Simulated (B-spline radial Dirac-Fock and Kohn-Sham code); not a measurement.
**Binding energies of Eu³⁺ in different valence configurations**

Calculated with a radial B-spline solver, using Dirac-Fock (average of configuration) total-energy differences with a finite nucleus, the Breit interaction including its frequency dependence, and self-energy and vacuum-polarisation corrections. No correlation.

Reference: the tabulated ground configuration [Xe] 4f6, with 2p1/2 7656.4 eV, 2p3/2 7016.1 eV, 3p3/2 1524.0 eV, 4s 411.3 eV, 4d5/2 178.1 eV, 5p1/2 59.25 eV, Kα1 41539.4 eV, Kβ1 47031.4 eV, Lα1 5843.6 eV, Lβ2 6837.9 eV.

Question: One of these configurations gives the following shifts from the reference, in eV: average energy +22.97, 2p1/2 +19.63, 2p3/2 +19.82, 3p3/2 +22.83, 4s +20.12, 4d5/2 +17.50, 5p1/2 +7.80, Kα1 -1.78, Kβ1 -4.79, Lα1 -2.60, Lβ2 +2.33. Which?
A. [Xe] 4f5 6s1
B. [Xe] 4f4 6s2
C. [Xe] 4f5 6p1
D. [Xe] 4f4 5d2
E. [Xe] 4f5 5d1

Answer: D. The others give [Xe] 4f5 6p1: 2p1/2 +14.35; [Xe] 4f4 6s2: 2p1/2 +27.70; [Xe] 4f5 5d1: 2p1/2 +9.46; [Xe] 4f5 6s1: 2p1/2 +13.24.
